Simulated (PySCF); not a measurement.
`InChI=1S/C3H6BFTe/c4-2-1-6-3(2)5/h2-3H,1,4H2/t2-,3+/m1/s1`: coupling constants with relativity

Geometry (Å), atoms numbered from 1 in this order:
```xyz
12

B     1.2197   -0.8553   -0.6660
C     0.1375   -0.1943    0.2435
C    -1.3502   -0.5204    0.0175
Te   -1.9823    1.4864    0.6077
C     0.1949    1.3322    0.3849
F     0.6717    1.9485   -0.7344
H     0.9831   -1.8995   -1.2303
H     2.3293   -0.3829   -0.7334
H     0.4483   -0.6190    1.2256
H    -1.7566   -1.3126    0.6588
H    -1.6164   -0.7174   -1.0291
H     0.7594    1.7122    1.2487
```

Calculated values (PySCF 2.14 with density-fitted X2C routines): indirect couplings, PBE0/pcJ-1 (dyall-v2z on Te), no solvent, Gaussian nuclear model, PBE0-D3(BJ)/def2-SVP geometry.

Non-relativistic values:
```
     coupling      atoms  J (Hz)
1J(125Te,13C)   Te4 – C3    30.3
1J(125Te,13C)   Te4 – C5    98.2
2J(125Te,13C)   Te4 – C2   -11.3
2J(125Te,19F)   Te4 – F6  -382.7
 2J(125Te,1H)  Te4 – H10   -26.6
 2J(125Te,1H)  Te4 – H11   -14.9
 2J(125Te,1H)  Te4 – H12   -35.7
3J(125Te,11B)   Te4 – B1     3.0
 3J(125Te,1H)   Te4 – H9     5.9
```

Problem. What do two-component X2C with spin–orbit coupling give?

Solution. 
| coupling | atoms | with spin–orbit (Hz) |
| --- | --- | --- |
| 1J(125Te,13C) | Te4 – C3 | 45.6 |
| 1J(125Te,13C) | Te4 – C5 | 139.4 |
| 2J(125Te,13C) | Te4 – C2 | -26.3 |
| 2J(125Te,19F) | Te4 – F6 | -381.6 |
| 2J(125Te,1H) | Te4 – H10 | -31.1 |
| 2J(125Te,1H) | Te4 – H11 | -13.8 |
| 2J(125Te,1H) | Te4 – H12 | -41.5 |
| 3J(125Te,11B) | Te4 – B1 | 13.5 |
| 3J(125Te,1H) | Te4 – H9 | 8.5 |

The largest listed coupling, 2J(125Te,19F), ends at 1.00 times its non-relativistic value.
